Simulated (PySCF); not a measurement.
A structure optimised at PBE-D3(BJ)/def2-SVPD, used in a PySCF frequency run:

```
Au
Cl 1 2.3565
Cl 1 2.3565 2 90.00
Cl 1 2.3565 3 90.00 2 180.00
Cl 1 2.3565 2 90.00 3 180.00
```
Charge -1, spin multiplicity 1.

Task: Write its SMILES, formula and point group.

Result: [Cl][Au-]([Cl])([Cl])[Cl], AuCl4, D4h

Task: What are its rotational constants (standard atomic weights)?

Result: 1.2836, 1.2836, 0.64179 GHz
